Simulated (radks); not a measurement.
Values are calculated unless marked as measured or tabulated.
Spherical quantum dot in the effective-mass picture: electrons in a well V = -V0 / (1 + exp((r - R)/a)) with V0 = 8.36, R = 4.9, a = 0.25, all in effective atomic units (hartree* = m*/eps^2 hartree, bohr* = eps/m* bohr), one dielectric constant everywhere. Level of theory: non-relativistic Kohn-Sham, exchange-only LDA, spin-polarised, spherical densities (a radial shooting solver with Libxc functionals). Levels are named by radial order and angular momentum (1s, 1p, 1d, 2s, ...), and open shells are averaged over m. Results are scaled to m* = 0.05 and eps = 16.4, for which hartree* = 5.059 meV and bohr* = 17.36 nm.

N = 26, configuration 1s2 1p6 1d10 1f(up 7, down 1). This is the lowest configuration that the search found. Occupied and some empty levels:

level    occupation  eigenvalue (meV)  <r> (nm)
1s up             1           -7.3932     59.43
1s down           1           -7.0961     58.92
1p up             3           -6.8910     61.11
1p down           3           -6.5807     60.84
1d up             5           -5.9925     62.78
1d down           5           -5.6716     62.64
1f up             7           -4.7476     64.31
1f down           1           -4.4197     64.24
2s up             0           -3.2905     39.34
2s down           0           -3.1890     39.13
1g up             0           -3.1888     65.69
1g down           0           -2.8567     65.67
2p up             0           -1.6456     46.52
2p down           0           -1.4968     46.29

Energy (meV): total -576.369, kinetic 82.432, external -1057.5, Hartree 438.91, exchange-correlation -40.251.

Electron density:

r (nm)  n(r) (e/nm^3)
2.54        2.675e-07
8.92        3.484e-07
15.3        5.679e-07
21.7        1.048e-06
28.1        2.015e-06
34.4        3.802e-06
40.8        6.791e-06
47.2       0.00001109
53.6       0.00001599
60.0       0.00001927
66.3       0.00001781
72.7       0.00001105
79.1        3.849e-06
85.5        6.600e-07
91.9        6.565e-08
98.2        5.241e-09
105         4.078e-10
111         3.375e-11
117         2.921e-12
124         2.673e-13
